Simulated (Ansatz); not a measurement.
Cartesian coordinates (Å):
SMILES: [C-]#[N+][SiH]=C
```xyz
7

C      2.4379     0.2766     1.4234
N      1.4694     0.3541     0.7644
Si     0.0664     0.5149    -0.2146
C     -1.0800    -0.7179    -0.3334
H      0.0516     1.8250    -0.8784
H     -1.9573    -0.5947    -0.9570
H     -0.9878    -1.6581     0.1955
```
Charge 0, spin multiplicity 1.

Level of theory: Ansatz (a quantum-chemistry and plane-wave program) with frozen-core CCSD(T)/def2-TZVPP // PBE0-D3(BJ)/def2-TZVP. The restricted HF reference is unstable towards unrestricted orbitals.

```yaml
HF energy: -420.86864 Ha
MP2 correlation energy: -0.59732 Ha
```

Question: Estimate the CCSD correlation energy, the (T) correction, the total energy and the T1 diagnostic.

Answer: 
The CCSD correlation energy is -0.62568 Ha. The (T) correction comes out as -0.03238 Ha, the CCSD(T) total energy is -421.52671 Ha and the T1 diagnostic comes out as 0.017.
